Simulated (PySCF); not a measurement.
C4H8N2Si.
InChI=1S/C4H8N2Si/c1-4-2-6(7)3-5-4/h2-3H,1,7H3

The calculation used TDDFT PBE0/def2-SVPD, vertical, gas phase, core orbitals frozen in the response in PySCF. Isolated species at its GFN2-xTB geometry, gas phase.

Q: What does the calculation give for the low-lying excited states?

A: 

| state | λ (nm) | E (eV) | f | \|μ\| (D) | main configurations (H = HOMO, L = LUMO) |
| --- | --- | --- | --- | --- | --- |
| S1 | 227.7 | 5.44 | 0.0001 | 0.07 | H→L (99%) |
| S2 | 200.6 | 6.18 | 0.101 | 2.07 | H→L+1 (90%) |
| S3 | 199.8 | 6.20 | 0.0058 | 0.50 | H→L+2 (81%), H→L+3 (11%) |
| S4 | 195.1 | 6.35 | 0.0016 | 0.26 | H→L+3 (87%), H→L+2 (11%) |
| S5 | 193.8 | 6.40 | 0.0012 | 0.22 | H-1→L+1 (91%) |
| S6 | 190.5 | 6.51 | 0.056 | 1.51 | H→L+4 (87%), H-2→L+1 (11%) |
| S7 | 186.0 | 6.67 | 0.0006 | 0.15 | H→L+5 (95%) |
| S8 | 182.5 | 6.79 | 0.0002 | 0.08 | H-2→L (98%) |

Triplets, Tamm–Dancoff:

| state | E (eV) | λ (nm) | main configurations (H = HOMO, L = LUMO) |
| --- | --- | --- | --- |
| T1 | 4.34 | 285.3 | H→L+1 (90%) |
| T2 | 5.40 | 229.5 | H→L (98%) |
| T3 | 5.53 | 224.4 | H→L+4 (57%), H→L+7 (29%) |

The lowest singlet lies at 5.44 eV (228 nm, ultraviolet) and is dark (f under 0.0005); its leading configuration is HOMO→LUMO (99%). The most intense listed level is S2 at 6.18 eV (201 nm, f = 0.101), 0.74 eV above S1. Löwdin shares by element: HOMO carbon 70% or more, nitrogen 11% or more (atoms not listed hold the other 20%); LUMO silicon 45%, hydrogen 35% or more (atoms not listed hold the other 20%). Of the 8 states listed, 2 reach f = 0.01 and 2 stay under 0.0005. The oscillator strengths of these states sum to 0.166; summed over the whole spectrum of an exact calculation they would give the number of electrons, 60 (Thomas–Reiche–Kuhn). Orbital energies (eV): HOMO-3 -10.36, HOMO-2 -7.98, HOMO-1 -7.70, HOMO -6.52, LUMO -0.02, LUMO+1 0.38, LUMO+2 0.56. Singlets were solved by full linear response, triplets in the Tamm–Dancoff approximation.
